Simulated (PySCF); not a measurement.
Several structures and their simulated spectra, in scrambled order.

A. `C/C=C(\C)F`
B. acetylacetone (enol tautomer) (O/C(=C\C(C)=O)C)
C. SMILES O=C(O)c1ccccc1F

Spectrum 1. 13C{1H} NMR (computed): δ 170.7 (C, d, J = 333.1 Hz), 167.8 (C, d, J = 4.2 Hz), 141.8 (CH, d, J = 1.9 Hz), 141.3 (CH, d, J = 6.4 Hz), 128.2 (CH), 122.0 (CH, d, J = 20.3 Hz), 119.5 (C, d, J = 8.2 Hz).

Spectrum 2. 13C{1H} NMR (computed): δ 164.8 (C, d, J = 315.4 Hz), 106.3 (CH, d, J = 26.5 Hz), 14.4 (CH3, d, J = 30.1 Hz), 13.8 (CH3, d, J = 6.4 Hz).

Spectrum 3. 13C{1H} NMR (computed): δ 204.1 (C), 187.7 (C), 100.7 (CH), 29.3 (CH3), 23.6 (CH3).

Non-relativistic Hamiltonian, equivalent nuclei averaged, in vacuum, single conformer. J couplings at B3LYP/pcJ-1 (spin–dipole term left out of most H,H and C,H couplings); PBE0-D3(BJ)/def2-SVP geometry; PBE0/pcSseg-1 with gauge-including orbitals; PySCF 2.14.0 with density-fitted response routines.

Scale: 13C against TMS (reference shieldings calculated alike). One-bond C–F couplings are unscaled and too large by tens of Hz. Acid and N–H amide carbonyl carbons lie up to 10 ppm further downfield in solution (hydrogen bonding). Shifts are as computed. Against solution values, carbons near 30 ppm lie about +2 ppm off and those near 130 ppm about +5 ppm. Of 1211 compounds with measured shifts, 218 miss one by over three times the rms of a fit or turn the order of signals round; such compounds aren't used in these exercises.

Question: Match each spectrum to its structure.

Answer: 1–C, 2–A, 3–B.

- Spectrum 1 (C): 7 13C signals; δC 170.7 is an aromatic carbon bearing fluorine; δC 167.8 is a carboxylic acid carbon.
- Spectrum 2 (A): 4 13C signals; δC 164.8 is a fully substituted alkene carbon; δC 106.3 is an alkene CH.
- Spectrum 3 (B): 5 13C signals; δC 204.1 is a ketone carbonyl carbon; δC 187.7 is an alkene carbon bearing oxygen.
